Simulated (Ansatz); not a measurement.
Geometry optimisation, RHF/def2-SVP (Ansatz 0.2.0).

input.yaml

```yaml
crystal:
  periodic: [false, false, false]
  atoms:
    - { symbol: Hf, position_ang: [0.0, 0.0, 0.0] }
    - { symbol: O, position_ang: [0.0, 0.0, 2.07] }
    - { symbol: H, position_ang: [-0.9095, -0.2814, 2.4071] }
    - { symbol: F, position_ang: [1.8671, 0.0, -0.6593] }
    - { symbol: Cl, position_ang: [-1.1869, 2.0563, -0.8392] }
    - { symbol: F, position_ang: [-0.9326, -1.6157, -0.6593] }
basis:
  gaussian: { orbitals: def2-SVP }
hamiltonian:
  xc: hf
relax:
  f_tol: 0.02
  max_steps: 40
```

Command:

```bash
$ ansatz run input.yaml --threads 1 --pin off --max-ram 2048MiB --backend cpu --events-out ev --progress --plain --runs-dir out
```

Q: Where does it end, and by what steps?

A: The forces met the threshold. After 7 steps the energy has fallen by 0.906 eV; H3 moved furthest, 0.58 Å.

```csv
step,energy less start (eV),largest force component (eV/Å),accepted
0,0.0000,3.040,yes
1,-0.5170,2.221,yes
2,-0.7480,0.417,yes
3,-0.7919,0.483,yes
4,-0.8101,2.069,yes
5,-0.9036,0.125,yes
6,-0.9056,0.032,yes
7,-0.9056,0.006,yes
```

```xyz
6
Properties=species:S:1:pos:R:3
Hf -0.105 -0.002 -0.048
O -0.353 -0.112 1.838
H -0.472 -0.171 2.769
F 1.767 0.003 -0.442
Cl -1.116 1.980 -0.918
F -0.883 -1.540 -0.880
```

Whether the end is a true minimum wasn't checked by a vibrational analysis.

Time of the run: 17 s on 1 thread of Intel(R) Xeon(R) 6975P-C (Granite Rapids) (shared host), peak memory 0.2 GiB.
